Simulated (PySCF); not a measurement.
Electronic structure of Bi (bismuth, neutral) at the MN15 level

Configuration: [Xe] 4f14 5d10 6s1 6p3 6d1, high-spin 6D determinant (an excited configuration). All numbers are calculated (PySCF 2.14, scalar relativity through the core potential, in aug-cc-pVQZ-PP with one added diffuse shell each of s, p, d, f, g type with ECP60MDF (8s8p6d4f3g, 117 functions)).

```
Total energy                                                  : -213.6240 hartree
One-electron energy                                           : -367.9909 hartree
Hartree (Coulomb) energy                                      : 170.8707 hartree
Exchange-correlation energy                                   : -16.5037 hartree
⟨S²⟩                                                          : 8.7528
⟨L²⟩                                                          : 6.015
Sum of ⟨r⟩                                                    : 37.35 bohr
Sum of ⟨r²⟩                                                   : 114.4 bohr²
Traceless quadrupole moment −½Σ⟨3z² − r²⟩ along its main axis : 17.1 e·bohr²
Time after the integrals                                      : of the order of 12 core-seconds
```

| shell | electrons | mean orbital energy (hartree) | spread (hartree) | rms radius, mean of both spins (bohr) |
| --- | --- | --- | --- | --- |
| 5s α | 1 | -6.05218 | 0 | 0.893 |
| 5s β | 1 | -6.04784 | 0 | 0.893 |
| 5p α | 3 | -3.83687 | 0.00163 | 1.02 |
| 5p β | 3 | -3.82398 | 0.00178 | 1.02 |
| 5d α | 5 | -1.28193 | 0.00217 | 1.33 |
| 5d β | 5 | -1.25211 | 0.00231 | 1.33 |
| 6s α | 1 | -0.84357 | 0 | 2.24 |
| 6p α | 3 | -0.39390 | 0.00256 | 2.88 |
| 6d α | 1 | -0.04030 | 0 | 7.67 |

Energies and moments cover only the electrons outside the core potential. Spin-orbit coupling is strong in this species (close to jj coupling), so the high-spin LS determinant is a model state, not a physical level. The outer electron is Rydberg-like, and this basis confines it to a smaller radius and binds it less than a complete one would.
